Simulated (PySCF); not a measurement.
Zr(F)4 cation (F4Zr), SMILES [F][Zr]([F])([F])[F] (connectivity only; charge and spin as stated), charge +1, multiplicity 2. Atoms are numbered in the order given.

```xyz
5

Zr     0.0000     0.0000    -0.1760
F      0.0000    -1.5562    -1.1813
F      1.0218     0.0000     1.5725
F      0.0000     1.5562    -1.1813
F     -1.0218     0.0000     1.5725
```
Charge +1, spin multiplicity 2.

The structure is a stationary point at B3LYP-D3(BJ)/def2-SVP. The multiplicity is an assumed one; other spin states were not compared. The isomer is the one that the SMILES or the coordinates give; other isomers of the formula were not compared. The def2 effective core potentials stand for the cores of Zr; spin–orbit coupling is left out.

The numbers are results of PBE/def2-TZVPD in PySCF, not measurements.

Isolated molecule, no solvent.

The total energy comes out as -446.11505 hartree and the point group comes out as C2v. The α spin, highest occupied and lowest empty level is -16.32 and -10.46 eV. The β spin, highest occupied and lowest empty level is -16.32 and -15.26 eV and the dipole moment about the centre of nuclear charge is 0.017 e·Å. The mean static polarisability is 37.7 bohr³ (5.59 Å³). The polarisability, principal values is 36.4, 36.7, 39.9 bohr³ and the ⟨S²⟩ comes out as 0.755 (pure state 0.75).
